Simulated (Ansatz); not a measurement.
System: C$_{4}$H$_{8}$N, charge 0, multiplicity 2. It need not be the lowest isomer of its formula. 
Structure (B3LYP-D3(BJ)/def2-TZVP (Ansatz, a first-principles code) minimum search):
SMILES: C1(C[CH]C1)N
```xyz
13

C     -1.5300     0.2216     0.0210
C     -0.6733    -0.9781     0.2799
C      0.5469    -0.0127     0.3631
C     -0.3691     1.1582    -0.1032
N      1.6343    -0.3311    -0.5484
H     -2.5936     0.3469    -0.1251
H     -0.5887    -1.6690    -0.5686
H     -0.8892    -1.5695     1.1758
H      0.8648     0.1286     1.4034
H     -0.3731     2.0545     0.5258
H     -0.1420     1.4681    -1.1313
H      2.1041    -1.1830    -0.2605
H      2.3305     0.4069    -0.5457
```
Charge 0, spin multiplicity 2.

Computed values are from Ansatz. Valence correlation only, unless marked. Open shells are spin-unrestricted. Spin-orbit coupling is left out. No relativistic terms. Basis-set limits of correlation are two-point, X^-3; Hartree-Fock from the larger set. The bracket is a focal-point correction in the basis named.

| Quantity | Value |
|---|---|
| atomisation energy De | 1209.1 kcal/mol at RI-MP2/CBS(cc-pVTZ,cc-pVQZ)+[CCSD(T)-MP2]/cc-pVTZ |
| total energy | -211.6232 Eh at RI-MP2/CBS(cc-pVTZ,cc-pVQZ)+[CCSD(T)-MP2]/cc-pVTZ |
| dipole moment | 1.29 D at CCSD(T)/aug-cc-pVDZ |
| T1 diagnostic | 0.011 at CCSD/cc-pVTZ |
